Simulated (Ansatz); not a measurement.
Reaction (atomization): `C[O][Al][OH]`• → Al• + C• + 4 H• + 2 O•

Isolated molecules relaxed with PBE0-D4/def2-TZVP in Ansatz; ΔE leaves out vibrations. CCSD(T)/CBS adds triple-zeta CCSD(T) − MP2 to the extrapolated MP2 energy (def2 sets, frozen cores). This one scheme is used for every species, atoms too. Functionals use def2-TZVPP. B3LYP here is the variant with VWN-RPA as its local correlation; programs differ in this. HSE06 is defined as in plane-wave codes. Open shells (•) are unrestricted, without spin–orbit coupling. Spin–orbit coupling would lower the free atoms: a little for Al, C, O. One conformer a species, not always the lowest.

```json
{"level": "B97M-V", "ΔE (kJ/mol)": "2957.9"}
{"level": "B3LYP-D4", "ΔE (kJ/mol)": "2954.9"}
{"level": "ωB97X-V", "ΔE (kJ/mol)": "2957.4"}
{"level": "HSE06", "ΔE (kJ/mol)": "2935.6"}
{"level": "CAM-B3LYP", "ΔE (kJ/mol)": "2966.6"}
{"level": "HF/def2-SVP", "ΔE (kJ/mol)": "2115.3"}
{"level": "SCS-MP2/def2-TZVPP", "ΔE (kJ/mol)": "2936.7"}
{"level": "MP2/def2-QZVPP", "ΔE (kJ/mol)": "3022.2"}
```

Problem. What does CCSD(T)/CBS give? (Best estimate.)

Solution. The calculation gave: +2970.5 kJ/mol. The listed levels differ from it by -12.6, -15.6, -13.1, -34.9, -3.9, -855.2, -33.8, 51.7 kJ/mol.

Largest T1 diagnostic among the species: 0.018.

From r2SCAN to r2SCAN0 (25 % exact exchange), in def2-TZVPP and without D4, ΔE moves by −69.8 kJ/mol: exact exchange takes away binding that semilocal exchange gives to molecules. The D4 term adds +19.5 kJ/mol with B3LYP and +10.1 kJ/mol with PBE0; it sums over pairs of atoms, weighted by their polarisabilities, and B3LYP, whose exchange is more repulsive, gets the larger term. In def2-TZVPP, CCSD(T) changes the Hartree–Fock value by +766.2 kJ/mol (the triples alone add +46.3 kJ/mol) and MP2 by +851.8 kJ/mol; breaking electron pairs costs correlation energy, which Hartree–Fock lacks.

For atomizations the MP2-based limit and the directly extrapolated one differ by several kJ/mol either way, and by 10 to 25 for some Ge, Se and Sn compounds, so smaller differences from it don't rank the levels.
